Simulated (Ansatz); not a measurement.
`F[Si](F)(S)[GeH3]` and `F[Si](F)(F)S` differ in one atom or group.

Ansatz, PBE0-D4/def2-TZVP geometries, multiplicity 1. Each molecule was computed in one conformer, which needn't be the lowest.

Scalar relativity is left out up to krypton.

| property | `F[Si](F)(S)[GeH3]` |
| --- | --- |
| HOMO–LUMO gap (PBE/def2-TZVPP) / eV | 5.51 |
| zero-point energy (PBE0-D4/def2-TZVP) / kJ/mol | 104.1 |
| size of the dipole moment (PBE/def2-TZVPP) / D | 1.88 |
| HOMO–LUMO gap (B3LYP/def2-TZVPP) / eV | 7.16 |
| LUMO energy (PBE0/def2-TZVPP) / eV | -0.41 |
| HOMO energy (PBE/def2-TZVPP) / eV | -6.78 |

**Question.** What does the change do to each property? (An estimate is asked.)

**Answer.** The calculation gave: 
| property | `F[Si](F)(F)S` | shift |
| --- | --- | --- |
| HOMO–LUMO gap (PBE/def2-TZVPP) / eV | 6.13 | 0.62 |
| zero-point energy (PBE0-D4/def2-TZVP) / kJ/mol | 50.4 | -53.7 |
| size of the dipole moment (PBE/def2-TZVPP) / D | 1.49 | -0.39 |
| HOMO–LUMO gap (B3LYP/def2-TZVPP) / eV | 7.84 | 0.68 |
| LUMO energy (PBE0/def2-TZVPP) / eV | -0.14 | 0.27 |
| HOMO energy (PBE/def2-TZVPP) / eV | -7.22 | -0.44 |

With PBE0 the HOMO falls by 0.56 eV and the LUMO rises by 0.27 eV, so the gap widens by about 0.83 eV. PBE moves the HOMO by -0.44 eV and ωB97M-V by -0.67 eV. The zero-point energy changes by -53.7 kJ/mol with -9 modes. Dipoles are sizes alone; their direction can turn.

Positive LUMOs are unbound, so they and the gaps depend on the basis.

B3LYP here is the variant with VWN-RPA as its local correlation; programs differ in this.
